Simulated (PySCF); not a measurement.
**How exact exchange moves a shielding**

Molecule: SMILES [SiH2](O)[SiH2]B(O)O, BH₇O₃Si₂.

Structure with atom numbers: `[OH:1][SiH2:2][SiH2:3][B:4]([OH:5])[OH:6]` (H(Xn): hydrogen on atom n).

GIAO shieldings (ppm, equivalent atoms averaged) in PySCF 2.14 on the PBE0-D3(BJ)/def2-SVP geometry, basis pcSseg-1, gas phase, non-relativistic:

```tsv
functional	exact exchange (%)	σ(O5/O6)	σ(O1)	σ(Si2)	σ(B4)
BLYP	0	164.3	321.5	356.2	60.5
BP86	0	165.0	324.3	362.9	63.8
PBE	0	163.9	325.8	364.4	63.3
B3LYP	20	172.8	328.7	369.0	63.7
mPW1PW91	25	174.8	332.6	378.6	67.1
BHandHLYP	50	184.7	336.2	389.1	68.7
HF	100	202.3	344.2	425.6	79.0
```

**Question.** Fit each shielding as a line in the percentage of exact exchange.

**Answer.** σ(O5/O6) = 164.8 + 0.38 x (rms 0.6 ppm); σ(O1) = 324.7 + 0.21 x (rms 1.8 ppm); σ(Si2) = 360.2 + 0.64 x (rms 3.3 ppm); σ(B4) = 62.1 + 0.16 x (rms 1.4 ppm). The functionals also differ in their semilocal parts, which the line can't hold; Hartree–Fock has no correlation at all.

**Question.** What does the line predict for PBE0 (25 %), and what does the run give?

**Answer.** σ(O5/O6): 174.3 predicted, 174.6 computed; σ(O1): 329.9 predicted, 333.7 computed; σ(Si2): 376.2 predicted, 380.3 computed; σ(B4): 66.1 predicted, 67.1 computed ppm.
